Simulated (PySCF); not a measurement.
Basis and Hamiltonian dependence of the ionisation energy of O⁺

O⁺ [He] 2s2 2p3 (4S) → O²⁺ [He] 2s2 2p2 (3P). Calculated with PySCF 2.14 from differences of total energies of unrestricted determinants, without spin-orbit coupling. Values in eV.

```tsv
basis	Hamiltonian	functions	UHF	r2SCAN	PBE0	MP2 (valence)	CCSD(T) (valence)	CCSD(T) (valence and next inner shell)
x2c-SVPall	spin-free X2C	14	34.716	35.626	35.474	35.100	34.887	n/a
jorge-DZP-DKH	spin-free X2C	15	34.751	n/a	n/a	35.070	34.857	n/a
aug-cc-pVDZ	non-relativistic	23	34.560	35.511	35.345	34.993	34.813	n/a
cc-pVTZ-DK	spin-free X2C	30	34.558	n/a	35.301	35.180	35.010	n/a
cc-pVTZ	non-relativistic	30	34.568	n/a	35.310	35.190	35.018	n/a
x2c-TZVPall	spin-free X2C	31	34.573	35.477	35.306	35.191	35.021	n/a
def2-TZVPPD	non-relativistic	40	34.584	35.486	35.316	35.202	35.033	35.049
aug-cc-pCVTZ-DK	spin-free X2C	59	34.550	35.460	35.295	35.187	35.018	35.056
dyall-av3z	non-relativistic	71	34.578	35.489	35.316	35.213	35.043	n/a
aug-cc-pCVTZ-DK with one added diffuse shell each of s, p, d, f type	spin-free X2C	75	34.550	35.460	35.295	35.188	35.019	35.057
dyall-acv3z	spin-free X2C	76	34.568	35.480	35.307	35.204	35.035	35.064
aug-cc-pVQZ-DK	spin-free X2C	80	34.565	35.470	35.301	35.241	35.069	n/a
aug-cc-pVQZ with one added diffuse shell each of s, p, d, f, g type	non-relativistic	105	34.575	35.479	35.310	35.251	n/a	n/a
aug-cc-pCVQZ-DK	spin-free X2C	109	34.564	35.471	35.301	35.245	n/a	n/a
```

Extrapolation of MP2 (valence) from aug-cc-pCVTZ-DK and aug-cc-pCVQZ-DK: the correlation parts are 0.638 and 0.681 eV; with the X⁻³ form and unrounded values, (4³ × 0.681 − 3³ × 0.638)/(4³ − 3³) = 0.712 eV, and adding the Hartree-Fock value 34.564 eV of the larger basis gives 35.276 eV.

Frozen in the all-electron rows: valence: 1s2; valence and next inner shell: nothing.

Between the lowest levels the reference is 35.121 eV (measured; NIST Atomic Spectra Database, ionization energies); it includes spin-orbit coupling, which these numbers lack.
